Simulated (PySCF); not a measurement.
C3H5ClOSi, SMILES [SiH2](C(=C=C)Cl)O.

Geometry optimised at B3LYP-D3(BJ)/def2-SVP. The structure was generated by enumeration, and PubChem lists no compound with its InChIKey, so it may never have been made. The values are those of a single conformer.

Level of theory: PBE/def2-TZVP (PySCF).

```json
{
  "total_energy": "-941.75815 hartree",
  "highest_occupied_level": "-6.35 eV",
  "lowest_empty_level": "-2.12 eV",
  "orbital_gap": "4.23 eV",
  "dipole_moment": "2.27 D",
  "quadrupole, principal values (traceless, Buckingham form, about the centre of nuclear charge)": "-9.69, 1.36, 8.33 D·Å",
  "mean_static_polarisability": "82.9 bohr³ (12.29 Å³)",
  "polarisability_principal_values": "56.0, 77.1, 115.6 bohr³"
}
```
